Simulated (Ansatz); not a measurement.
Frontier orbitals of C₂H₂F₃I (`FC(F)(F)CI`).

```json
{"atom": "F1", "x (Å)": "0.326", "y (Å)": "1.076", "z (Å)": "1.328"}
{"atom": "C2", "x (Å)": "0.518", "y (Å)": "-0.005", "z (Å)": "0.573"}
{"atom": "F3", "x (Å)": "1.738", "y (Å)": "0.076", "z (Å)": "0.042"}
{"atom": "F4", "x (Å)": "0.506", "y (Å)": "-1.072", "z (Å)": "1.389"}
{"atom": "C5", "x (Å)": "-0.556", "y (Å)": "-0.179", "z (Å)": "-0.471"}
{"atom": "I6", "x (Å)": "-0.659", "y (Å)": "1.439", "z (Å)": "-1.842"}
{"atom": "H7", "x (Å)": "-1.521", "y (Å)": "-0.254", "z (Å)": "0.023"}
{"atom": "H8", "x (Å)": "-0.352", "y (Å)": "-1.081", "z (Å)": "-1.042"}
```

Charge 0, multiplicity 1. Correlated methods include outer-core shells of I, which these sets cover unevenly. I takes the def2 core potential. All single points use the PBE0-D4/def2-TZVP geometry. Basis def2-TZVPP, Ansatz 0.2.0.

```tsv
functional	HOMO (eV)	LUMO (eV)
BLYP	-6.43	-2.14
```

Give HOMO and LUMO (eV) with LDA (SPW92), PBE, revPBE, r2SCAN, B97M-V, PBE0, B3LYP, r2SCANh, r2SCAN0, HSE06 (plane-wave form), BHLYP, CAM-B3LYP, LC-ωPBE, ωB97X-V, ωB97M-V, HF. (Best estimate.)

Ansatz gave: 
```csv
functional,HOMO,LUMO
LDA (SPW92),-6.77,-2.47
PBE,-6.60,-2.23
revPBE,-6.54,-2.14
r2SCAN,-6.90,-2.05
B97M-V,-6.91,-1.97
PBE0,-7.79,-1.33
B3LYP,-7.55,-1.58
r2SCANh,-7.33,-1.72
r2SCAN0,-7.99,-1.22
HSE06 (plane-wave form),-7.40,-1.71
BHLYP,-8.82,-0.37
CAM-B3LYP,-9.09,-0.28
LC-ωPBE,-10.46,0.93
ωB97X-V,-10.11,0.82
ωB97M-V,-9.98,0.66
HF,-10.41,2.11
```

B3LYP here is the variant with VWN-RPA as its local correlation; programs differ in this. LC-ωPBE has ω = 0.4 bohr⁻¹. Positive LUMOs are unbound and depend on the basis.
